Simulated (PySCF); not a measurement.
A calculated (TPSSh, PySCF 2.14, x2c-TZVPPall with one added diffuse shell each of s, p, d, f type, the spin-free X2C one-electron Hamiltonian (Gaussian nucleus)) atom or ion has these occupied shells.

```json
{"shell": "1s α", "electrons": "1", "orbital energy (eV)": "-31666.7", "rms radius, mean of both spins (bohr)": "0.0318"}
{"shell": "1s β", "electrons": "1", "orbital energy (eV)": "-31666.7", "rms radius, mean of both spins (bohr)": "0.0318"}
{"shell": "2s α", "electrons": "1", "orbital energy (eV)": "-4893.5", "rms radius, mean of both spins (bohr)": "0.130"}
{"shell": "2s β", "electrons": "1", "orbital energy (eV)": "-4893.5", "rms radius, mean of both spins (bohr)": "0.130"}
{"shell": "2p α", "electrons": "3", "orbital energy (eV)": "-4396.9", "rms radius, mean of both spins (bohr)": "0.115"}
{"shell": "2p β", "electrons": "3", "orbital energy (eV)": "-4396.9", "rms radius, mean of both spins (bohr)": "0.115"}
{"shell": "3s α", "electrons": "1", "orbital energy (eV)": "-1005.3", "rms radius, mean of both spins (bohr)": "0.344"}
{"shell": "3s β", "electrons": "1", "orbital energy (eV)": "-1005.3", "rms radius, mean of both spins (bohr)": "0.344"}
{"shell": "3p α", "electrons": "3", "orbital energy (eV)": "-842.71", "rms radius, mean of both spins (bohr)": "0.344"}
{"shell": "3p β", "electrons": "3", "orbital energy (eV)": "-842.66", "rms radius, mean of both spins (bohr)": "0.344"}
{"shell": "3d α", "electrons": "5", "orbital energy (eV)": "-595.61", "rms radius, mean of both spins (bohr)": "0.323"}
{"shell": "3d β", "electrons": "5", "orbital energy (eV)": "-595.58", "rms radius, mean of both spins (bohr)": "0.323"}
{"shell": "4s α", "electrons": "1", "orbital energy (eV)": "-199.21", "rms radius, mean of both spins (bohr)": "0.814"}
{"shell": "4s β", "electrons": "1", "orbital energy (eV)": "-199.11", "rms radius, mean of both spins (bohr)": "0.814"}
{"shell": "4p α", "electrons": "3", "orbital energy (eV)": "-148.50", "rms radius, mean of both spins (bohr)": "0.876"}
{"shell": "4p β", "electrons": "3", "orbital energy (eV)": "-148.40", "rms radius, mean of both spins (bohr)": "0.876"}
{"shell": "4d α", "electrons": "5", "orbital energy (eV)": "-73.854", "rms radius, mean of both spins (bohr)": "1.04"}
{"shell": "4d β", "electrons": "5", "orbital energy (eV)": "-73.693", "rms radius, mean of both spins (bohr)": "1.04"}
{"shell": "5s α", "electrons": "1", "orbital energy (eV)": "-43.613", "rms radius, mean of both spins (bohr)": "2.04"}
{"shell": "5s β", "electrons": "1", "orbital energy (eV)": "-42.406", "rms radius, mean of both spins (bohr)": "2.04"}
{"shell": "5p α", "electrons": "1", "orbital energy (eV)": "-32.655", "rms radius, mean of both spins (bohr)": "2.37"}
```

Problem. Name the element and its charge.

Solution. Te(3+) (tellurium, charge +3), in [Kr] 4d10 5s2 5p1, 2P determinant.
